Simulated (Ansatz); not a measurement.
The cluster Li4N⁺, relaxed as a quintet with UKS B3LYP-D4/def2-TZVP in Ansatz, starting from the B3LYP-D4/def2-TZVP geometry of the charge +1 singlet. Force threshold 0.02 eV/Å.

At B3LYP-D4/def2-TZVP a singlet of charge 1 lies 5.74 eV below the quintet, each at its own geometry. The structure comes from a short search, and lower isomers may exist.

Start:

```xyz
5

Li    0.1440    0.1028    1.7702
Li    0.3544   -1.6613   -0.5286
Li   -1.6545    0.4367   -0.4868
Li    1.1560    1.1220   -0.7549
N     0.0001   -0.0001    0.0000
```

Q: Estimate the energy that the relaxation releases and the steps that it takes.

A: 193.2 kJ/mol, in 7 steps; 24 s on 4 threads of Arm Neoverse V2 on a shared host. No frequencies were taken in this run, so the end may be a saddle point.

Q: Does the start keep its bonding and symmetry?

A: By distances, no bond broke or formed, bridged metal pairs apart. The bond that changes most is Li2–N5, from 1.78 to 2.22 Å (atoms count from 1). Metal–metal contacts that move far: Li2–Li3 2.90 to 4.07 Å, Li2–Li4 2.91 to 4.07 Å, Li1–Li4 2.91 to 4.05 Å, Li1–Li3 2.91 to 4.05 Å. Point group Td at the start, D2d at the end, both within 0.05 Å; within 0.015 Å the end is C2.

Q: Predict the relaxed structure.

A: 
Cartesian coordinates in Å:
```
Li 0.3403 -0.6022 2.1051
Li 0.5372 -2.1619 0.0828
Li -1.6798 1.0819 -0.9707
Li 0.7990 1.6865 -1.2098
N 0.0033 -0.0042 -0.0075
```
Bond lengths (bridged metal pairs left out): 4 × Li–N 2.22 Å.
